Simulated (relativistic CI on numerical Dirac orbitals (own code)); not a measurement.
## Slater and spin-orbit integrals, Ru XXIV

Computed by Dirac-Coulomb-Breit CI, separate exchange-only KLI orbitals for each configuration, model QED, unscaled Slater integrals (own radial code, finite nucleus).

Slater integrals F^k, G^k are unscaled and averaged over j, outside the closed core [Ne]; ζ comes from projecting the Hamiltonian with its Breit term on Σ l·s of the shell.

- 3s2 3p6 3d3: F^2(3d,3d) = 305220, F^4(3d,3d) = 196470, ζ(3d) = 17590 cm⁻¹; <r>(3d) = 0.3321, <r^2>(3d) = 0.1286 (bohr units).
- 3s2 3p5 3d4: ζ(3p) = 143380, F^2(3d,3d) = 304420, F^4(3d,3d) = 195930, F^2(3p,3d) = 270980, G^1(3p,3d) = 298530, G^3(3p,3d) = 196520, ζ(3d) = 17305 cm⁻¹; <r>(3p) = 0.3671, <r^2>(3p) = 0.1556, <r>(3d) = 0.3329, <r^2>(3d) = 0.1292 (bohr units).
- 3s 3p6 3d4: F^2(3d,3d) = 304100, F^4(3d,3d) = 195720, G^2(3s,3d) = 225280, ζ(3d) = 17468 cm⁻¹; <r>(3s) = 0.3742, <r^2>(3s) = 0.1595, <r>(3d) = 0.3332, <r^2>(3d) = 0.1295 (bohr units).

(1) Give the Racah parameters of the d shell in 3s2 3p6 3d3.

Averages of the first 10 configurations, taken without configuration mixing, which lowers the lowest level and can move excited configurations by several eV; other configurations of the list can lie among them:

```csv
Configuration,Parity,States,Average energy above the lowest level (eV)
3s2 3p6 3d3,even,120,16.0
3s2 3p5 3d4,odd,1260,175.6
3s 3p6 3d4,even,420,294.9
3s2 3p6 3d2 4s,even,90,460.8
3s2 3p6 3d2 4p,odd,270,502.7
3s2 3p6 3d2 4d,even,450,562.4
3s2 3p6 3d2 4f,odd,630,615.5
3s2 3p5 3d3 4s,odd,1440,615.6
3s2 3p5 3d3 4p,even,4320,657.6
3s2 3p6 3d 4s 4p,odd,120,965.4
```

Answers

(1) B = F²/49 − 5F⁴/441 = 4001 cm⁻¹ and C = 35F⁴/441 = 15593 cm⁻¹.
